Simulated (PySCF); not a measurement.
## Bond length, frequency and bond energy of NaZn by level of theory

State: ²Σ⁺ (doublet), unpaired electrons σ ↑. Set-up: PySCF, scalar-relativistic core potentials, basis sets Na cc-pVDZ, Zn cc-pVDZ-PP with ECP10. De refers to Na + Zn in their ground configurations, without counterpoise correction. The functionals are run spin-unrestricted. A positive dipole means Na(−)Zn(+). Levels whose curve was spin-contaminated or gave no clean fit are not listed.

| Level | Re (Å) | ωe (cm⁻¹) | De (eV) | μ (D) | CPU s a point (SCF and correlation, without the integrals) |
| --- | --- | --- | --- | --- | --- |
| LDA | 3.041 | 113 | 0.300 | -0.83 | 0.62 |
| PBE | 3.175 | 97.7 | 0.198 | -0.54 | 0.95 |
| PBEsol | 3.124 | 104 | 0.238 | -0.68 | 0.65 |
| r²SCAN | 3.133 | 106 | 0.250 | -1.10 | 1.4 |
| PBE0 | 3.250 | 86.8 | 0.150 | -0.50 | 1.6 |
| M06-2X | 3.281 | 85.9 | 0.149 | -0.43 | 1.7 |
| LC-ωPBE | 3.312 | 73.9 | 0.094 | -0.30 | 1.4 |

The bond length runs from 3.041 Å (LDA) to 3.312 Å (LC-ωPBE). De spans 0.09 eV (LC-ωPBE, range-separated hybrid) to 0.30 eV (LDA, local density).

The bond is weak. Basis-set superposition, not corrected here, can be much of De in a small basis, most of all at correlated wavefunction levels. Functionals without a dispersion term scatter widely for such bonds, and LDA overbinds them. The state is the lowest determinant that a PBE0 search found; another state may lie lower at other levels.

The whole job (state search and all levels along the bond) took about 3.9 min on 1 thread of Arm Neoverse N1 (shared host), peak memory 0.86 GiB.
